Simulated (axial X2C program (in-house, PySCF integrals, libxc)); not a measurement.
# Density and ELF of TeN

Computed with an in-house relativistic program for diatomic molecules. Spin-free means the one-electron spin-free X2C Hamiltonian. Basis: Te dyall-cv3z [11s12p8d4f1g], N dyall-av3z [7s7p3d2f] (cores contracted in-house); Gaussian nuclei, density fitting, unrestricted open shells. Masses: Te 129.906 u, N 14.003 u.

PBE0, spin-free, state M_S = 1/2, Λ = 1 (beyond evenly filled blocks: π+α); Te at z = 0, N at z = 1.872 Å.

The maps cover the half plane through the axis: z from -2.4 to 4.2 Å along the bond, ρ from 0.15 to 2.25 Å away from it.

log10 of the density in e/bohr³:

```
 ρ\z  -2.4  -1.8  -1.2  -0.6   0.0   0.6   1.2   1.8   2.4   3.0   3.6   4.2
0.15  -3.2  -2.3  -1.4  -0.2   1.8  -0.2  -0.6   0.5  -0.5  -1.7  -2.8  -3.8
0.45  -3.3  -2.3  -1.5  -0.6   0.4  -0.6  -0.8  -0.5  -0.8  -1.8  -2.9  -3.9
0.75  -3.4  -2.5  -1.6  -1.0  -0.6  -1.0  -1.2  -1.0  -1.3  -2.1  -3.0  -4.0
1.05  -3.5  -2.6  -1.9  -1.3  -1.1  -1.3  -1.6  -1.5  -1.8  -2.4  -3.3  -4.2
1.35  -3.7  -2.9  -2.2  -1.7  -1.5  -1.7  -2.0  -2.0  -2.3  -2.8  -3.6  -4.4
1.65  -3.9  -3.1  -2.5  -2.1  -1.9  -2.1  -2.4  -2.5  -2.8  -3.2  -3.9  -4.6
1.95  -4.1  -3.4  -2.8  -2.5  -2.3  -2.5  -2.8  -3.0  -3.2  -3.7  -4.2  -4.9
2.25  -4.4  -3.7  -3.2  -2.9  -2.8  -2.9  -3.2  -3.4  -3.7  -4.1  -4.6  -5.2
```

Electron localisation function (collinear form, no current term, damped to 0 at low density):

```
 ρ\z  -2.4  -1.8  -1.2  -0.6   0.0   0.6   1.2   1.8   2.4   3.0   3.6   4.2
0.15  0.05  0.42  0.66  0.49  0.77  0.45  0.81  0.62  0.92  0.83  0.32  0.01
0.45  0.04  0.40  0.70  0.29  0.76  0.24  0.74  0.69  0.92  0.78  0.28  0.01
0.75  0.03  0.36  0.73  0.39  0.28  0.28  0.61  0.79  0.86  0.66  0.19  0.00
1.05  0.02  0.30  0.72  0.72  0.50  0.54  0.45  0.60  0.69  0.46  0.09  0.00
1.35  0.01  0.22  0.65  0.81  0.77  0.61  0.30  0.33  0.40  0.23  0.02  0.00
1.65  0.00  0.13  0.52  0.75  0.76  0.54  0.19  0.14  0.15  0.07  0.00  0.00
1.95  0.00  0.05  0.34  0.60  0.63  0.40  0.11  0.05  0.04  0.01  0.00  0.00
2.25  0.00  0.01  0.14  0.36  0.41  0.23  0.05  0.01  0.01  0.00  0.00  0.00
```

Axial spin density in 10⁻³ e/bohr³:

```
 ρ\z  -2.4  -1.8  -1.2  -0.6   0.0   0.6   1.2    1.8   2.4   3.0   3.6  4.2
0.15   0.0  -0.2  -1.2  -0.3  -3.2  -0.7   3.9  166.1   4.3  -0.8  -0.1  0.0
0.45   0.0  -0.1  -0.6  -1.2  -0.9  -3.2   8.1  115.9  16.4   0.0  -0.1  0.0
0.75   0.0   0.0   0.1   0.4   0.2  -5.0   4.3   34.5  10.1   0.4   0.0  0.0
1.05   0.0   0.1   0.4   1.4  -0.1  -3.7   0.7    8.9   3.9   0.4   0.0  0.0
1.35   0.0   0.1   0.5   1.1   0.1  -1.9  -0.4    2.2   1.3   0.2   0.0  0.0
1.65   0.0   0.1   0.3   0.6   0.1  -0.8  -0.4    0.5   0.4   0.1   0.0  0.0
1.95   0.0   0.1   0.2   0.3   0.1  -0.3  -0.2    0.1   0.1   0.0   0.0  0.0
2.25   0.0   0.0   0.1   0.1   0.1  -0.1  -0.1    0.0   0.0   0.0   0.0  0.0
```

The state is a single determinant with fixed occupations, the lowest that a limited PBE0 search found. Without a current term, density functionals place determinants with orbital angular momentum somewhat too high. The determinant is spin-polarised beyond a pure state at some levels (its spin-free form has ⟨S²⟩ too high), which makes Re and μ there less reliable.
